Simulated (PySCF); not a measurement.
Molecule: CF3C(O)Cl (SMILES C(C(=O)Cl)(F)(F)F).

Molfile (atoms numbered from 1):
```
C2ClF3O
     RDKit          3D

  7  6  0  0  0  0  0  0  0  0999 V2000
    1.3312    1.2663   -0.4326 O   0  0  0  0  0  0  0  0  0  0  0  0
    0.8625    0.2704   -0.0100 C   0  0  0  0  0  0  0  0  0  0  0  0
    1.7801   -1.0211    0.7313 Cl  0  0  0  0  0  0  0  0  0  0  0  0
   -0.6466   -0.0617   -0.0667 C   0  0  0  0  0  0  0  0  0  0  0  0
   -1.0968   -0.3846    1.1367 F   0  0  0  0  0  0  0  0  0  0  0  0
   -0.8435   -1.0866   -0.8863 F   0  0  0  0  0  0  0  0  0  0  0  0
   -1.3135    0.9850   -0.5134 F   0  0  0  0  0  0  0  0  0  0  0  0
  1  2  2  0
  2  3  1  0
  2  4  1  0
  4  5  1  0
  4  6  1  0
  4  7  1  0
M  END
```

Geometry PBE0-D3(BJ)/def2-SVP throughout; GIAO in PySCF, gas phase, one conformer, non-relativistic; equivalent atoms averaged; functional PBE0.

For orientation, aug-cc-pVDZ gives these shifts δ (against H2O, TMS, HCl, CFCl3 at the same level): O1 551.2, C2 167.6, C4 115.0, Cl3 411.9, F5/F6/F7 -81.1 ppm.

A run gave: O1 566.2, C2 167.9, C4 116.0, Cl3 386.8, F5/F6/F7 -83.7 ppm (shifts δ (against H2O, TMS, HCl, CFCl3 at the same level)).

Problem. Which basis set was used in that run?
A. def2-TZVP
B. def2-SVP
C. IGLO-III
D. cc-pVTZ
E. cc-pVDZ

Solution. E. Cl3 tells them apart best: cc-pVDZ gives 386.8, cc-pVTZ gives 411.6, def2-SVP gives 397.2, def2-TZVP gives 442.5, IGLO-III gives 446.0 ppm.
